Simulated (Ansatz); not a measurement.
BFHO (SMILES [OH+]=BF) moved off its minimum; all values from Ansatz (a program for electronic structure), cores frozen in correlated methods.
(charge 1, multiplicity 1)
```xyz
4

O     -1.3032     0.2325     0.1923
B      0.2086    -0.1457     0.0092
F      1.3286    -0.1081    -0.4170
H     -2.0803    -0.2115     0.8875
```

Forces at HF/def2-TZVPP (eV/Å):

| atom | Fx | Fy | Fz |
|---|---|---|---|
| O1 | 4.756 | -3.677 | 1.759 |
| B2 | -9.945 | 2.393 | 1.312 |
| F3 | 0.763 | -0.318 | 0.018 |
| H4 | 4.426 | 1.602 | -3.089 |

### Question
Give the forces (eV/Å), the total energy and the dipole at CCSD(T)/aug-cc-pVTZ.

### Answer

| atom | Fx | Fy | Fz |
|---|---|---|---|
| O1 | 4.290 | -2.852 | 1.150 |
| B2 | -10.383 | 1.817 | 1.995 |
| F3 | 2.413 | -0.138 | -0.725 |
| H4 | 3.680 | 1.173 | -2.420 |
Energy -199.9371 hartree.
